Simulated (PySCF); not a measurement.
C3H7, SMILES [CH2]CC, multiplicity 2.

Coordinates come from a TPSSh-D3(BJ)/def2-TZVP optimisation. The isomer is the one that the SMILES or the coordinates give; other isomers of the formula were not compared.

Computed with TDA-PBE/def2-SVPD (PySCF).

Vertical excitations. The molecule is in vacuum.

Computed lowest excited states:
| state | energy (eV) | λ (nm) | f | main pairs |
|---|---|---|---|---|
| root 1 | 4.77 | 260 | 0.007 | α HOMO→LUMO 100 % |
| root 2 | 5.54 | 224 | 0.012 | α HOMO→LUMO+1 99 % |
| root 3 | 5.64 | 220 | 0.011 | α HOMO→LUMO+2 92 %, β HOMO→LUMO 7 % |
| root 4 | 5.75 | 216 | 0.002 | α HOMO→LUMO+2 7 %, β HOMO→LUMO 88 % |
| root 5 | 5.89 | 211 | 0.000 | β HOMO−1→LUMO 95 % |
| root 6 | 6.17 | 201 | 0.018 | β HOMO−2→LUMO 91 % |
| root 7 | 6.36 | 195 | 0.022 | α HOMO→LUMO+3 99 % |
| root 8 | 6.82 | 182 | 0.011 | α HOMO→LUMO+4 99 % |
| root 9 | 7.08 | 175 | 0.012 | α HOMO→LUMO+5 85 %, β HOMO−3→LUMO 11 % |
| root 10 | 7.29 | 170 | 0.003 | α HOMO→LUMO+5 13 %, α HOMO→LUMO+6 11 %, β HOMO−3→LUMO 74 % |
Unrestricted roots are not spin-pure.
